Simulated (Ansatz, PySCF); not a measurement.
PySCF was given this input:
```python
from pyscf import gto, scf, dft

mol = gto.M(
    atom='''
Ga   -0.043402    1.185008    0.334711
C     1.512558    1.852714   -0.812236
H     2.412471    1.289721   -0.543432
H     1.681333    2.920374   -0.644268
H     1.272462    1.678753   -1.866255
C    -1.617068    1.034383    1.632201
H    -2.494869    0.681342    1.081120
H    -1.833167    2.006082    2.085894
H    -1.359497    0.311482    2.413279
As    0.061531   -1.682306   -0.477728
H     0.509172   -2.760117    0.444783
H     0.886502   -2.209876   -1.596771
H    -1.132389   -2.459490   -0.905152
''',
    basis='sto-3g',
    charge=1,
    spin=0,
    verbose=4,
)

mf = dft.RKS(mol)
mf.xc = 'b3lyp5'
mf.grids.atom_grid = (99, 590)
mf.grids.prune = None
mf.kernel()
```

Give the equivalent Ansatz (an electronic-structure program) input.

One answer among several that fit: 
Ansatz 0.2 input:
```yaml
crystal:
  periodic: [false, false, false]
  atoms:
    - {symbol: Ga, position_ang: [-0.04340230, 1.18500754, 0.33471095]}
    - {symbol: C, position_ang: [1.51255834, 1.85271423, -0.81223634]}
    - {symbol: H, position_ang: [2.41247072, 1.28972089, -0.54343247]}
    - {symbol: H, position_ang: [1.68133260, 2.92037409, -0.64426755]}
    - {symbol: H, position_ang: [1.27246195, 1.67875269, -1.86625514]}
    - {symbol: C, position_ang: [-1.61706795, 1.03438335, 1.63220122]}
    - {symbol: H, position_ang: [-2.49486866, 0.68134201, 1.08112018]}
    - {symbol: H, position_ang: [-1.83316675, 2.00608232, 2.08589425]}
    - {symbol: H, position_ang: [-1.35949738, 0.31148193, 2.41327934]}
    - {symbol: As, position_ang: [0.06153064, -1.68230574, -0.47772812]}
    - {symbol: H, position_ang: [0.50917206, -2.76011716, 0.44478331]}
    - {symbol: H, position_ang: [0.88650238, -2.20987580, -1.59677057]}
    - {symbol: H, position_ang: [-1.13238911, -2.45949035, -0.90515193]}
basis:
  gaussian:
    orbitals: STO-3G
hamiltonian:
  xc: b3lyp5
total_charge: 1
accuracy: high
```

Both were run: PySCF gave -4192.971198 Eh and Ansatz -4192.971198 Eh, 0.000 mEh apart.
